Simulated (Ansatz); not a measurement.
```yaml
crystal:
  periodic: [false, false, false]
  atoms:
    - {symbol: C, position_ang: [-0.840428, -0.697000, -0.155318]}
    - {symbol: Mo, position_ang: [0.834838, 0.483161, 0.138063]}
    - {symbol: O, position_ang: [2.013177, -0.536027, 0.538854]}
    - {symbol: S, position_ang: [0.344506, 1.597870, 1.861780]}
    - {symbol: Cl, position_ang: [1.246788, 1.793391, -1.679875]}
    - {symbol: H, position_ang: [-1.690590, -0.036631, -0.376037]}
    - {symbol: H, position_ang: [-1.006730, -1.327887, 0.672938]}
    - {symbol: H, position_ang: [-0.670717, -1.310940, -1.025830]}
basis:
  gaussian: {orbitals: def2-TZVPP}
total_charge: -1
magnetization: {spin_polarized: true, initial_magnetization: 1}
hamiltonian: {xc: {name: HF}}
correlation: {active_space: {window: {electrons: 40, orbitals: 30}}}
```

```sh
$ ansatz run in.yaml --threads 4 --pin off --events-out ev --progress --plain --max-ram 10444MiB
```

Task: How does Ansatz answer? (An estimate is asked.)

Result: Ansatz gave: The program refused the input.
```
Error: invalid value for `correlation.active_space`: it starts from restricted Hartree–Fock orbitals; set hamiltonian.xc: hf without magnetization.spin_polarized
```
